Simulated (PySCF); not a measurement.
C3H4ClF, SMILES C/C=C(\F)Cl. Heavy atoms are numbered as in [CH3:1]/[CH:2]=[C:3](\[F:4])[Cl:5]. Hydrogens are named by the atom that carries them.

Geometry: B3LYP-D3(BJ)/def2-SVP.

Method: PBE/def2-TZVP run with PySCF.

ESP charges are fitted to the potential on shells at 1.4 to 2.0 van der Waals radii. Atomic charges (e), one atom of each kind:

| atom | meta-Löwdin | ESP fit |
|---|---|---|
| C1 (CH3) | -0.34 | -0.26 |
| C2 (CH) | -0.18 | [?] |
| C3 | 0.23 | 0.00 |
| F4 | -0.22 | -0.05 |
| Cl5 | -0.02 | [?] |
| H on C1 | 0.13 | 0.10 |
| H on C2 | 0.14 | [?] |

Task: Complete the blanks. (Estimate from the structure and the level; the computed values follow.)

Result: 
- C2 (CH), ESP fit: -0.05
- Cl5, ESP fit: -0.05
- H on C2, ESP fit: 0.10

Computed Mayer and Wiberg (Löwdin basis) orders of the bonds:
```json
[
 {"bond": "C1–C2", "Mayer": "1.00", "Wiberg": "1.31"},
 {"bond": "C2–C3", "Mayer": "1.83", "Wiberg": "2.01"},
 {"bond": "C3–F4", "Mayer": "1.13", "Wiberg": "1.79"},
 {"bond": "C3–Cl5", "Mayer": "1.17", "Wiberg": "1.74"}
]
```
